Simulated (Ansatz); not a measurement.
The cluster Nb2O2⁺. Charge 1, multiplicity 2. Geometry r2SCAN-D4/def2-TZVP.

```xyz
4

Nb    0.913   -0.622   -0.792
Nb    0.573    1.170    0.389
O    -0.466   -0.602    0.779
O    -1.021    0.054   -0.376
```

In the def2 sets Nb takes a core potential; there is no spin–orbit coupling. The structure holds 1 bond(s) between oxygen atoms. At r2SCAN0-D4/def2-TZVP the charge 1 doublet is spin-contaminated (final ⟨S²⟩ up to 0.94, 0.75 for a pure state). Another isomer (doublet) lies 3.09 eV lower at PBE0-D4/def2-TZVP; other spin states weren't run for this one.

Question: Estimate the α-spin orbital energies around the gap (eV) in Ansatz with PBE-D4/def2-TZVP, r2SCAN-D4/def2-TZVP, PBE0-D4/def2-TZVP, r2SCAN0-D4/def2-TZVP.

Answer: 
```json
{"orbital": "HOMO−9", "PBE-D4/def2-TZVP": "-25.89", "r2SCAN-D4/def2-TZVP": "-26.94", "PBE0-D4/def2-TZVP": "-28.44", "r2SCAN0-D4/def2-TZVP": "-29.16"}
{"orbital": "HOMO−8", "PBE-D4/def2-TZVP": "-16.93", "r2SCAN-D4/def2-TZVP": "-17.14", "PBE0-D4/def2-TZVP": "-18.15", "r2SCAN0-D4/def2-TZVP": "-18.29"}
{"orbital": "HOMO−7", "PBE-D4/def2-TZVP": "-16.37", "r2SCAN-D4/def2-TZVP": "-16.64", "PBE0-D4/def2-TZVP": "-17.93", "r2SCAN0-D4/def2-TZVP": "-18.18"}
{"orbital": "HOMO−6", "PBE-D4/def2-TZVP": "-16.17", "r2SCAN-D4/def2-TZVP": "-16.47", "PBE0-D4/def2-TZVP": "-17.78", "r2SCAN0-D4/def2-TZVP": "-17.98"}
{"orbital": "HOMO−5", "PBE-D4/def2-TZVP": "-13.23", "r2SCAN-D4/def2-TZVP": "-13.40", "PBE0-D4/def2-TZVP": "-14.50", "r2SCAN0-D4/def2-TZVP": "-14.67"}
{"orbital": "HOMO−4", "PBE-D4/def2-TZVP": "-12.42", "r2SCAN-D4/def2-TZVP": "-12.58", "PBE0-D4/def2-TZVP": "-13.71", "r2SCAN0-D4/def2-TZVP": "-13.84"}
{"orbital": "HOMO−3", "PBE-D4/def2-TZVP": "-10.51", "r2SCAN-D4/def2-TZVP": "-10.65", "PBE0-D4/def2-TZVP": "-11.56", "r2SCAN0-D4/def2-TZVP": "-11.66"}
{"orbital": "HOMO−2", "PBE-D4/def2-TZVP": "-10.10", "r2SCAN-D4/def2-TZVP": "-10.19", "PBE0-D4/def2-TZVP": "-11.07", "r2SCAN0-D4/def2-TZVP": "-11.15"}
{"orbital": "HOMO−1", "PBE-D4/def2-TZVP": "-9.90", "r2SCAN-D4/def2-TZVP": "-10.01", "PBE0-D4/def2-TZVP": "-10.76", "r2SCAN0-D4/def2-TZVP": "-10.92"}
{"orbital": "HOMO", "PBE-D4/def2-TZVP": "-9.53", "r2SCAN-D4/def2-TZVP": "-9.61", "PBE0-D4/def2-TZVP": "-10.31", "r2SCAN0-D4/def2-TZVP": "-10.65"}
{"orbital": "LUMO", "PBE-D4/def2-TZVP": "-8.26", "r2SCAN-D4/def2-TZVP": "-8.23", "PBE0-D4/def2-TZVP": "-7.52", "r2SCAN0-D4/def2-TZVP": "-7.17"}
{"orbital": "LUMO+1", "PBE-D4/def2-TZVP": "-7.56", "r2SCAN-D4/def2-TZVP": "-7.28", "PBE0-D4/def2-TZVP": "-6.69", "r2SCAN0-D4/def2-TZVP": "-6.46"}
{"orbital": "LUMO+2", "PBE-D4/def2-TZVP": "-7.54", "r2SCAN-D4/def2-TZVP": "-7.18", "PBE0-D4/def2-TZVP": "-6.54", "r2SCAN0-D4/def2-TZVP": "-6.37"}
{"orbital": "LUMO+3", "PBE-D4/def2-TZVP": "-6.98", "r2SCAN-D4/def2-TZVP": "-6.67", "PBE0-D4/def2-TZVP": "-6.14", "r2SCAN0-D4/def2-TZVP": "-5.85"}
{"orbital": "LUMO+4", "PBE-D4/def2-TZVP": "-6.96", "r2SCAN-D4/def2-TZVP": "-6.52", "PBE0-D4/def2-TZVP": "-5.94", "r2SCAN0-D4/def2-TZVP": "-5.72"}
{"orbital": "LUMO+5", "PBE-D4/def2-TZVP": "-6.51", "r2SCAN-D4/def2-TZVP": "-6.34", "PBE0-D4/def2-TZVP": "-5.69", "r2SCAN0-D4/def2-TZVP": "-5.48"}
{"orbital": "β HOMO", "PBE-D4/def2-TZVP": "-9.73", "r2SCAN-D4/def2-TZVP": "-9.82", "PBE0-D4/def2-TZVP": "-10.57", "r2SCAN0-D4/def2-TZVP": "-10.72"}
{"orbital": "β LUMO", "PBE-D4/def2-TZVP": "-8.66", "r2SCAN-D4/def2-TZVP": "-8.24", "PBE0-D4/def2-TZVP": "-7.50", "r2SCAN0-D4/def2-TZVP": "-7.54"}
```
